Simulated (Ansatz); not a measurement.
A nudged elastic band was laid between two geometries of FH3OSi + H3P (10 atoms, charge 0, multiplicity 1).

All numbers below come from RKS PBE0-D4/def2-SVP (Ansatz 0.2.0).

- movable images: 5
- climbing image: yes
- spring: 5.0 eV/Å²
- optimiser: quadratic models (default)
- start path: through a guess of the saddle point
- force threshold: 0.03 eV/Å
- iteration limit: 60
- end points: relaxed

First end point:

```xyz
10
Properties=species:S:1:pos:R:3
Si -0.294 0.275 0.017
O -0.187 0.278 1.664
H -1.000 0.355 2.172
H 1.091 0.321 -0.500
H -1.150 1.387 -0.478
F -1.001 -1.092 -0.504
P 1.791 -3.037 1.214
H 0.701 -2.946 0.297
H 2.658 -2.262 0.384
H 1.353 -1.897 1.955
```

Last end point:

```xyz
10
Properties=species:S:1:pos:R:3
Si 0.243 -0.431 -0.334
O 0.171 0.290 2.297
H -0.585 -0.124 2.731
H 1.083 0.787 -0.226
H -1.181 -0.245 0.052
F 0.219 -0.805 -1.928
P 1.185 -2.178 0.765
H 0.043 -3.020 0.600
H 1.854 -2.696 -0.384
H 0.930 -0.196 2.648
```

(1) Which bonds break or form, and what moves?

(2) What energy profile does the band end with?

(3) What is the geometry of the highest image?

Results:

(1) Bonds broken: Si1–O2, P7–H10. Bonds formed: Si1–P7, O2–H10. FH3OSi + H3P becomes FH4PSi + H2O.

(2) The forces met the threshold. The highest image is number 3 of 0 to 6, 207.6 kJ/mol above the first end and 147.5 kJ/mol above the last; the last end lies 60.0 kJ/mol above the first. Neighbouring images differ by up to 1.4 eV, so the band resolves the path poorly. A vibrational analysis at the climbing image gives one clearly imaginary mode, 759i cm⁻¹: a first-order saddle point. The orbitals stay closed-shell, which can raise the energy where a bond breaks towards radicals; this wasn't checked here.

```json
{"image": "0", "path coordinate (Å)": "0.00", "energy (kJ/mol)": "0.0", "Si1–O2 (Å)": "1.65", "P7–H10 (Å)": "1.43", "Si1–P7 (Å)": "4.09"}
{"image": "1", "path coordinate (Å)": "0.71", "energy (kJ/mol)": "5.2", "Si1–O2 (Å)": "1.65", "P7–H10 (Å)": "1.43", "Si1–P7 (Å)": "3.74"}
{"image": "2", "path coordinate (Å)": "1.41", "energy (kJ/mol)": "71.0", "Si1–O2 (Å)": "1.69", "P7–H10 (Å)": "1.48", "Si1–P7 (Å)": "3.22"}
{"image": "3", "path coordinate (Å)": "2.12", "energy (kJ/mol)": "207.6", "Si1–O2 (Å)": "1.83", "P7–H10 (Å)": "1.85", "Si1–P7 (Å)": "2.77"}
{"image": "4", "path coordinate (Å)": "3.63", "energy (kJ/mol)": "98.2", "Si1–O2 (Å)": "2.67", "P7–H10 (Å)": "2.30", "Si1–P7 (Å)": "2.30"}
{"image": "5", "path coordinate (Å)": "5.14", "energy (kJ/mol)": "61.1", "Si1–O2 (Å)": "2.76", "P7–H10 (Å)": "2.68", "Si1–P7 (Å)": "2.27"}
{"image": "6", "path coordinate (Å)": "6.65", "energy (kJ/mol)": "60.0", "Si1–O2 (Å)": "2.73", "P7–H10 (Å)": "2.75", "Si1–P7 (Å)": "2.27"}
```

(3) 
```xyz
10
Properties=species:S:1:pos:R:3
Si 0.043 -0.228 0.024
O 0.056 -0.050 1.846
H -0.699 0.299 2.351
H 1.279 0.090 -0.733
H -0.790 1.015 -0.101
F -1.008 -1.301 -0.608
P 1.372 -2.408 1.087
H 0.697 -3.024 0.002
H 2.519 -1.961 0.377
H 0.491 -1.050 1.974
```

Run time: 9.9 min on 2 threads of AMD EPYC (Zen 3), on a shared host, peak memory 0.21 GiB.
